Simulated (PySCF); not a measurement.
Gas-phase reaction: HfCl3OH + OH → HfCl2(OH)2 + Cl

Energies from PySCF, thermal terms from the rigid-rotor harmonic-oscillator model, ideal gas at 1 bar. † marks an energy on the PBE0/def2-TZVP geometry and frequencies. MP2 freezes the core. Open shells (unrestricted): OH (multiplicity 2), Cl (multiplicity 2); the rest are closed-shell singlets. Spin-orbit splitting is ignored; it lowers the true energy and changes the entropy of OH, Cl. Hf: scalar-relativistic def2 core potential, no spin-orbit coupling. HfCl3OH, HfCl2(OH)2: computed as isolated molecules; such fragments, hydroxides, amides, oligomers or adducts are transient or little studied in the gas. MP2 isn't extrapolated to the basis-set limit.

BLYP/def2-TZVP† gives ΔH°(298 K) = -48 kJ.

Task: What do PBE/def2-TZVP†, HF/def2-TZVP†, MP2/def2-SVP† give?

Result: PBE/def2-TZVP†: -39 kJ; HF/def2-TZVP†: -10 kJ; MP2/def2-SVP†: -70 kJ. For scale, ΔH°(298 K) is -48 kJ at this level, -39 kJ at ωB97M-V/def2-TZVP†, and runs from -70 to -10 kJ over the 17 levels computed.
